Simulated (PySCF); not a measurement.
Species: C4H11ClSi2.
Geometry (PBE0-D3(BJ)/def2-SVP, Å), atoms numbered from 1 in this order:
```
atom  x, y, z in Å
C1     1.4310   -1.0936    2.1159
C2     1.4931    0.1320    1.5869
C3     1.5932    0.4384    0.1300
Si4    0.0657    1.3425   -0.5572
Si5   -1.9024    0.1475   -0.1106
C6    -2.0999   -0.1198    1.7614
Cl7   -1.8328    1.4247    2.6305
H8     1.4805   -1.9900    1.4885
H9     1.3365   -1.2416    3.1947
H10    1.4351    0.9954    2.2613
H11    1.7367   -0.4837   -0.4574
H12    2.4598    1.0922   -0.0750
H13   -0.0372    2.7079    0.0431
H14    0.2235    1.5001   -2.0391
H15   -1.8767   -1.2018   -0.7655
H16   -3.0931    0.8921   -0.6257
H17   -1.3543   -0.8378    2.1305
H18   -3.1039   -0.4826    2.0243
```

Computed with PySCF at wB97X-D/def2-SVPD, non-relativistic, on one gas-phase PBE0-D3(BJ)/def2-SVP geometry that isn't relaxed in the solvent. The solvent is an IEF-PCM continuum (cavity from Bondi-type radii × 1.2), and excitations are vertical TDDFT with non-equilibrium linear response and a frozen core. Specific hydrogen bonds and non-electrostatic terms are outside this model.

```json
{"run": "gas", "E − E(gas) (kJ/mol)": "0.00", "HOMO (eV)": "-9.11", "HOMO–LUMO gap (eV)": "10.64", "dipole (D)": "1.63", "lowest singlet (eV)": "6.62", "static polarisability (au)": "118.3"}
{"run": "P", "E − E(gas) (kJ/mol)": "-5.01", "HOMO (eV)": "-9.03", "HOMO–LUMO gap (eV)": "10.63", "dipole (D)": "1.88", "lowest singlet (eV)": "6.53", "static polarisability (au)": "134.5"}
{"run": "Q", "E − E(gas) (kJ/mol)": "-12.96", "HOMO (eV)": "-8.96", "HOMO–LUMO gap (eV)": "10.62", "dipole (D)": "2.38", "lowest singlet (eV)": "6.56", "static polarisability (au)": "166.5"}
```

Problem. The runs were made in cyclohexane and methanol. Which run belongs to which solvent?

Solution. P = cyclohexane, Q = methanol. The dielectric constants are 2.017 (cyclohexane), 32.61 (methanol), and the energy falls further as ε rises. The optical constants n² used for the excitations are 2.04, 1.77 in the same order. In this model the ground state sees the solvent through ε alone.

Problem. How constant is the ratio of the lowering to (ε − 1)/(2ε + 1)?

Solution. 
| solvent | (ε − 1)/(2ε + 1) | E − E(gas) (kJ/mol) | ratio (kJ/mol) | polarisation term (kJ/mol) |
| --- | --- | --- | --- | --- |
| cyclohexane | 0.202 | -5.01 | -24.8 | -5.30 |
| methanol | 0.477 | -12.96 | -27.2 | -15.25 |

The ratio changes by +9.5 % in size from cyclohexane to methanol. The polarisation term is half the interaction of the solute with the induced surface charges.

wB97X-D is run here without its empirical dispersion term; that term would change no orbital, density or response property at a fixed geometry.
